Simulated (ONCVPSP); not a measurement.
## indium (In), ONCV: configuration errors across variants

| Item | Value |
| --- | --- |
| Element | In (Z = 49) |
| Generator | ONCVPSP 4.0.1 |
| Type | optimised norm-conserving Vanderbilt (ONCV) |
| Functional | PBE |
| Relativity | scalar-relativistic |
| Frozen core | [Ar] 3d10 |
| Valence charge | 21 |
| Reference configuration | 4s2 4p6 4d10 5s2 5p1 |
| Partial waves | 4s+5s: rc 1.60 bohr, ncon 4, nbas 9, qcut 8.2 1/bohr, 2 projectors; 4p+5p: rc 1.50 bohr, ncon 3, nbas 7, qcut 11.2 1/bohr, 2 projectors; 4d: rc 1.00 bohr, ncon 4, nbas 9, qcut 10.3 1/bohr, 3 projectors, debl 2.6 Ha |
| Local potential | polynomial inside 0.90 bohr (lpopt 5, dvloc0 0 Ha) |
| Core correction | none |

All-electron excitation energies from the reference (eV): (1) 4s2 4p6 4d10 5s2 5p0 5.363; (2) 4s2 4p6 4d10 5s1 5p0 24.599; (3) 4s2 4p5 4d10 5s2 5p1 85.614.

3 further variants failed, have other tests or another functional or relativity, and are left out.

A true bound ghost makes a file unfit for plane-wave use even where its test errors are small: the radial tests pick states by their node count and pass the ghost by.

Errors AE − PS in meV (a dash: test not solved or not reliable):

```tsv
change	(1)	(2)	(3)	bound ghosts	GHOST(+) flags above zero
base	-1.0	-5.2	-77	d	s, d
s: rc 1.3	-1.0	-4.6	-82	d	s, d
d: qcut 12.2	-1.0	-5.2	-76	d	s, d
p: qcut 8.5	-1.0	-5.3	-99	d	s, d
s: rc 1.18	-1.1	-4.3	-84	d	s, d
d: nbas 8	-1.0	-5.2	-77	d	s, d
local potential polynomial inside 0.90 bohr (lpopt 5, dvloc0 0.5 Ha)	-1.0	-5.2	-77	d	s, d
```

Question: Give the same row for: s: qcut 7.1; p: qcut 9.7; d: qcut 8.9.

Answer: -1.0, -5.5, -94; bound ghosts: d; GHOST(+) flags above zero: s, d.
